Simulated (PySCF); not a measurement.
Input file for PySCF: R-M06-2X/def2-TZVPP on CH6GaN (SMILES C[NH][GaH2]), a point of a torsion scan.

```python
from pyscf import gto, dft

mol = gto.M(
    atom='''
    C    -1.29836642    0.26787867    0.16780284
    N    -0.10476484   -0.54086233   -0.10822329
    Ga    1.61153386    0.09567451   -0.11922479
    H    -2.14323269   -0.07042568   -0.43940905
    H    -1.08181801    1.30626399   -0.09442192
    H    -1.59235474    0.23165478    1.22229984
    H    -0.29354163   -1.51102816    0.13257223
    H     2.74258085   -0.43441004    0.81894710
    H     1.88557787    1.33967890   -1.01509429
    ''',
    basis='def2-tzvpp',
    charge=0, spin=0, verbose=4, max_memory=1800)
mf = dft.RKS(mol, xc='m062x').density_fit(auxbasis='def2-universal-jkfit')
mf.grids.level = 4
mf.conv_tol = 1e-9
mf.max_cycle = 150
mf.kernel()
mf.dip_moment()
```

### Question
Give the final energy of this run.

### Answer
-2021.2868 hartree.
